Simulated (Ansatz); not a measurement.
`[Cl][GeH2][GeH3]` + H₂ → digermane + HCl at 700 K and 1 bar (hydrogenolysis of a Ge–Cl bond).

Calculated with Ansatz (gas phase, PBE0-D4/def2-TZVP geometries, no zero-point term in ΔE). CCSD(T)/CBS is the MP2 limit (def2-TZVPP, def2-QZVPP) plus CCSD(T) − MP2 in def2-TZVPP, frozen cores. This one scheme is used for every species. For Ge outer-core shells are correlated without core-valence functions, which leaves a few kJ/mol of doubt a bond. Scalar relativity is left out up to krypton.

| species | CCSD(T)/CBS energy (Eh) | H − E (kJ/mol) | S (J/(mol·K)) |
| --- | --- | --- | --- |
| `[Cl][GeH2][GeH3]` | -4615.04400 | 174.4 | 450.9 |
| H₂ | -1.17544 | 46.8 | 155.3 |
| `[GeH3][GeH3]` | -4155.81928 | 182.8 | 392.2 |
| HCl | -460.38127 | 38.4 | 211.8 |

H − E and S are ideal-gas, rigid-rotor, harmonic terms from PBE0-D4/def2-TZVP. For small species the MP2-based limit differs from directly extrapolated CCSD(T) by up to some mEh (0.8 for H₂); such offsets cancel only in part. 1 Eh = 2625.50 kJ/mol, R = 8.31446 J/(mol·K).

Question: By hand: ΔE, ΔH, ΔS and ΔG.

Answer: ΔE = (-4155.81928) + (-460.38127) − (-4615.04400) − (-1.17544) = 0.01889 Eh = 49.6 kJ/mol. Δ(H − E) = 182.8 + 38.4 − 174.4 − 46.8 = 0.0, so ΔH = 49.6 kJ/mol. ΔS = 392.2 + 211.8 − 450.9 − 155.3 = -2.2 J/(mol·K). ΔG = 49.6 − 700 × (-2.2)/1000 = 51.1 kJ/mol.

Question: By hand: the equilibrium constant, and the temperature at which ΔG would vanish if ΔH and ΔS stayed fixed.

Answer: log₁₀ K = −ΔG/(RT ln 10) = -3.8. ΔH and −TΔS have one sign here, so there is no such temperature.

The number of gas molecules stays the same, so ΔS is small and ΔH decides. A doubt of 5 kJ/mol in ΔE shifts log₁₀ K by 0.4 here. These are equilibria of isolated gas molecules and say nothing of rates. Largest T1 diagnostic: 0.012 (customary marks: 0.02 for closed shells, 0.045 for open ones).

ΔS is within the doubt of such terms, so its sign, and with it that verdict, could turn.
